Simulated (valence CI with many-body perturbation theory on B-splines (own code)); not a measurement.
**Questions on Gd XXXII**

Level of theory: relativistic CI+MBPT: five valence electrons over a frozen Dirac-Fock core [Ar] 3d10, radial functions for each j: 9 s, 9 p, 8 d, 6 f, 3 g, 1 h, with the one-electron correlation potential Σ1, the two-electron term Σ2, the three-electron term Σ3, Breit, model QED; selected CI, second order for the rest (own B-spline code, finite nucleus).

The last digits are not significant, and no measured levels were compared; by estimate large intervals hold to a few tenths of a per cent, small ones and those within an open d or f shell to about a per cent. Among the levels kept, up to 250 cm⁻¹ of a level comes from second order outside the variational space, and about a tenth of that is noise between levels of different J, which matters for small intervals.

Levels are named by their leading jj configuration (3d3/2^4 stands for four electrons in 3d with j = 3/2), which in mixed levels can hold well under half, so a name can repeat and another be missing.

Rates and lifetimes use the calculated energies. Strong lines usually hold to 10 to 20 %, long lifetimes can be off by a factor of two.

(1) What is the ground level?

(2) What is the ionisation energy?

(3) Among levels below 1974000 cm⁻¹, which E1 lines absorb most strongly from the ground level?

(4) Name the longest-lived excited levels whose lifetime is computed, and their main decay.

(5) How well does LS coupling describe the low levels?

Results:

(1) (4s^2 4p1/2^2 4p3/2) J=3/2, composition 44 % 4s2 4p3 2P° + 30 % 4s2 4p3 4S° + 25 % 4s2 4p3 2D°, g = 1.400.

(2) 1234.7 eV; NIST lists 1233 ± 4 eV (theoretical).

(3) to (4s^2 4p1/2 4p3/2 4d3/2) J=5/2 at 7.223 nm, f = 0.571; to (4s^2 4p1/2 4p3/2 4d3/2) J=3/2 at 7.176 nm, f = 0.388; to (4s^2 4p1/2 4p3/2 4d5/2) J=5/2 at 6.988 nm, f = 0.265.

(4) (4s^2 4p1/2 4p3/2^2) J=5/2 at 344980 cm⁻¹ lives 8.26 μs, mostly by M1 to (4s^2 4p1/2^2 4p3/2) J=3/2; (4s^2 4p1/2 4p3/2^2) J=1/2 at 389200 cm⁻¹ lives 2.09 μs, mostly by M1 to (4s^2 4p1/2^2 4p3/2) J=3/2; (4s^2 4p1/2 4p3/2^2) J=3/2 at 309880 cm⁻¹ lives 1.65 μs, mostly by M1 to (4s^2 4p1/2^2 4p3/2) J=3/2. The lifetime of (4s^2 4p1/2 4p3/2 4d5/2) J=9/2 is too uncertain to give, and may be longer.

(5) Among the lowest 20 levels the leading LS term, summed over configurations, holds 53 % on average. For single configurations the figures are 48 % in LS and 80 % in jj coupling. Terms mix most in the J = 5/2 level at 1080100 cm⁻¹, where the leading one holds 26 %.
